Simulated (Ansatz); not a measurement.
The first iterations of a band of AsBH6Si (9 atoms, charge 0, multiplicity 1).

Method: RKS PBE/def2-SVP in Ansatz 0.2.0.

```json
{
  "movable images": "7",
  "climbing image": "yes",
  "spring": "5.0 eV/Å²",
  "optimiser": "quadratic models (default)",
  "start path": "straight line",
  "force threshold": "0.05 eV/Å",
  "iteration limit": "60",
  "end points": "relaxed"
}
```

Initial state:

```xyz
9
Properties=species:S:1:pos:R:3
Si -0.667 1.043 -0.860
B 0.383 -0.602 -0.357
As 0.208 -1.492 1.403
H -1.515 0.826 -2.090
H 0.325 2.134 -1.195
H -1.560 1.560 0.239
H 1.028 -1.195 -1.202
H 1.633 -1.963 1.691
H 0.164 -0.310 2.370
```

Final state:

```xyz
9
Properties=species:S:1:pos:R:3
Si -1.083 0.127 -0.301
B 0.977 0.300 0.428
As -0.078 -1.497 0.976
H -1.323 -0.059 -1.768
H 0.272 1.105 -0.422
H -2.014 1.117 0.327
H 1.934 0.106 -0.295
H 0.260 -2.238 -0.337
H 1.056 1.039 1.392
```

| iteration | highest image above the first end (eV) | largest band force component (eV/Å) |
| --- | --- | --- |
| 1 | 6.602 | 13.082 |
| 2 | 2.821 | 4.211 |
| 3 | 1.686 | 3.002 |
| 4 | 1.134 | 1.565 |

Problem. Does the band converge within its limit, and where does its top end?

Solution. The forces met the threshold. It ended after 13 iterations with the highest image 0.611 eV above the first end. Another band between the same ends (7 images) ends at a top of the same energy, where a vibrational analysis finds 1 clearly imaginary mode. The orbitals stay closed-shell, which can raise the energy where a bond breaks towards radicals; this wasn't checked here.

Time of the run: 98 s on 2 threads of AMD EPYC 7R13 Processor (Zen 3) (shared host), peak memory 0.15 GiB.
